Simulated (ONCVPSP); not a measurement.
## V, ONCV: configuration errors across variants

| Item | Value |
| --- | --- |
| Element | V (Z = 23) |
| Generator | ONCVPSP 4.0.1 |
| Type | optimised norm-conserving Vanderbilt (ONCV) |
| Functional | PW91 |
| Relativity | scalar-relativistic |
| Frozen core | [Ne] |
| Valence charge | 13 |
| Reference configuration | 3s2 3p6 3d3 4s1.5 4p0.5 |
| Partial waves | 3s+4s: rc 1.75 bohr, ncon 3, nbas 8, qcut 8.8 1/bohr, 2 projectors; 3p+4p: rc 2.05 bohr, ncon 3, nbas 7, qcut 8.3 1/bohr, 2 projectors; 3d: rc 1.85 bohr, ncon 5, nbas 10, qcut 7.3 1/bohr, 2 projectors, debl 1.6 Ha |
| Local potential | polynomial inside 1.15 bohr (lpopt 2, dvloc0 3 Ha) |
| Core correction | Teter function, fcfact 5.75, rcfact 1.35 |

All-electron excitation energies from the reference (eV): (1) 3s2 3p6 3d3 4s2 4p0 -1.657; (2) 3s2 3p6 3d3 4s1 4p0 6.129; (3) 3s2 3p6 3d3 4s0 4p0 20.453; (4) 3s2 3p6 3d3 4s1 4p1 1.707.

1 further variants failed, have other tests or another functional or relativity, and are left out.

Errors AE − PS in meV (a dash: test not solved or not reliable):

| change | (1) | (2) | (3) | (4) | bound ghosts | GHOST(+) flags above zero |
| --- | --- | --- | --- | --- | --- | --- |
| base | +0.1 | 0.0 | +0.2 | -0.1 | none | none |
| core correction none | +0.2 | 0.0 | +1.3 | 0.0 | none | none |
| local potential polynomial inside 1.15 bohr (lpopt 2, dvloc0 4.5 Ha) | +0.1 | 0.0 | +0.2 | -0.1 | none | none |
| s: qcut 7.9; p: qcut 7.4; d: qcut 6.5 | +0.1 | 0.0 | -0.2 | -0.1 | none | none |
| d: rc 2.64 | +0.1 | +0.3 | -5.6 | -0.2 | none | none |
| all radii but the core radius scaled by about 1.31 (s 2.30, p 2.70, d 2.42 bohr); local potential polynomial inside 1.50 bohr (lpopt 2, dvloc0 3 Ha) | 0.0 | -0.2 | -11 | -0.4 | none | none |

Problem. Give the same row for: d: nproj 1.

Solution. +0.1, -0.1, -0.4, -0.1; bound ghosts: none; GHOST(+) flags above zero: none.
